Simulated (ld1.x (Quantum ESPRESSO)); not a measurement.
**Cl: ultrasoft pseudisation with LDA (PZ), non-relativistic reference atom.**

```
Element                 : chlorine (Cl)
Generator               : ld1.x (Quantum ESPRESSO) 7.5
Type                    : ultrasoft
Functional              : LDA (PZ)
Relativity              : non-relativistic
Frozen core             : [Ne]
Valence charge          : 7
Reference configuration : 3s2 3p5
Partial waves           : 3s (bound): rcut 1.15, rcutus 1.30 bohr; 3s channel at 0.45 Ry: rcut 1.15, rcutus 1.30 bohr; 3p (bound): rcut 0.90, rcutus 1.20 bohr; 3p channel at 0.05 Ry: rcut 0.90, rcutus 1.20 bohr; 3d channel at 0.35 Ry: rc 1.35 bohr
Local potential         : the d channel
Core correction         : none
Augmentation charge     : PSQ, radius 0.80 bohr
```

All-electron outer shells of the reference configuration (LDA (PZ), non-relativistic, ld1.x):

```json
{"shell": "2p", "level (eV)": "-191.57", "outermost node (bohr)": "–", "outermost maximum (bohr)": "0.30"}
{"shell": "3s", "level (eV)": "-20.53", "outermost node (bohr)": "0.56", "outermost maximum (bohr)": "1.29"}
{"shell": "3p", "level (eV)": "-8.72", "outermost node (bohr)": "0.53", "outermost maximum (bohr)": "1.43"}
```

(1) Estimate the cutoffs (Ry, on a coarse ladder) from which the occupation-weighted sum of valence levels, in a spherical-Bessel basis at the reference potential, stays within 10 and 1 mRy of its value at 400 Ry.

(2) Does the potential have ghost states?

(3) Is the overlap operator S = 1 + Σ q|β⟩⟨β| positive definite (Bessel basis up to 400 Ry)?

(4) Which valence shell sets the plane-wave cutoff?

Answers

(1) 21 Ry and 50 Ry.

(2) No extra level below or beside the all-electron valence levels (s, p, d, f tested).

(3) Yes: its lowest eigenvalue is 0.42 (s channel).

(4) 3s: its level needs 25 Ry to come within 1 mRy, against 18 Ry for 3p.

Its largest configuration-test error is +46 meV (3s2 3p2). Test run stopped at test 6 of 9 (negative rho).
